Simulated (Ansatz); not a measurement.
Geometry optimisation, RKS PBE-D4/def2-SVP in Ansatz 0.2.0.

Input file:

```yaml
crystal:
  periodic: [false, false, false]
  atoms:
    - { symbol: B, position_ang: [-0.097, 1.2824, 2.0978] }
    - { symbol: C, position_ang: [0.1937, 0.8379, 0.6098] }
    - { symbol: "N", position_ang: [0.116, -0.6191, 0.5319] }
    - { symbol: Si, position_ang: [0.495, -1.1568, -1.1506] }
    - { symbol: "N", position_ang: [-1.043, -0.8748, -2.1471] }
    - { symbol: H, position_ang: [0.5379, 1.0137, 2.9903] }
    - { symbol: H, position_ang: [-1.0519, 2.0275, 2.2839] }
    - { symbol: H, position_ang: [-0.5189, 1.3036, -0.0794] }
    - { symbol: H, position_ang: [1.2137, 1.2318, 0.3816] }
    - { symbol: H, position_ang: [0.9525, -0.9982, 1.1257] }
    - { symbol: H, position_ang: [1.5552, -0.4508, -1.71] }
    - { symbol: H, position_ang: [0.7282, -2.6012, -1.1284] }
    - { symbol: H, position_ang: [-1.9051, -1.2044, -1.5967] }
    - { symbol: H, position_ang: [-1.1893, 0.1793, -2.1798] }
basis:
  gaussian: { orbitals: def2-SVP }
hamiltonian:
  xc: pbe
  dispersion: d4
relax:
  f_tol: 0.015
  max_steps: 40
```

Launched with:

```bash
$ ansatz run input.yaml --threads 2 --pin off --max-ram 3072MiB --backend cpu --events-out ev --progress --plain --runs-dir out
```

**Question.** Where does it end, and by what steps?

**Answer.** The forces met the threshold. After 24 steps the energy has fallen by 1.131 eV; H14 moved furthest, 1.07 Å.

```tsv
step	energy less start (eV)	largest force component (eV/Å)	accepted
0	0.0000	4.296	yes
1	-0.5967	1.481	yes
2	-0.7276	0.775	yes
3	-0.8666	0.685	yes
4	-0.9270	0.622	yes
5	-1.0010	0.303	yes
6	-1.0223	0.221	yes
7	-1.0262	0.159	yes
8	-1.0318	0.377	yes
9	-1.0450	0.532	yes
10	-1.0571	0.217	yes
11	-1.0733	0.430	yes
12	-1.0745	1.334	yes
13	-1.0942	0.693	yes
14	-1.1086	0.573	yes
15	-1.1222	0.222	yes
16	-1.1274	0.126	yes
17	-1.1246	0.362	no
18	-1.1304	0.045	yes
19	-1.1301	0.083	no
20	-1.1307	0.041	yes
21	-1.1308	0.030	yes
22	-1.1309	0.015	yes
23	-1.1309	0.022	yes
24	-1.1309	0.006	yes
```

```xyz
14
Properties=species:S:1:pos:R:3
B 0.006 1.353 2.198
C -0.123 0.717 0.831
N 0.344 -0.543 0.437
Si 0.453 -1.129 -1.216
N -1.019 -0.702 -2.026
H 0.707 0.821 3.043
H -0.535 2.425 2.392
H -0.749 1.194 0.054
H 0.793 1.589 0.976
H 0.727 -1.114 1.196
H 1.527 -0.492 -2.061
H 0.778 -2.591 -1.029
H -1.919 -1.097 -1.748
H -1.004 -0.460 -3.018
```

The run took 67 s on 2 threads of Arm Neoverse V1, on a shared host, peak memory 0.16 GiB.
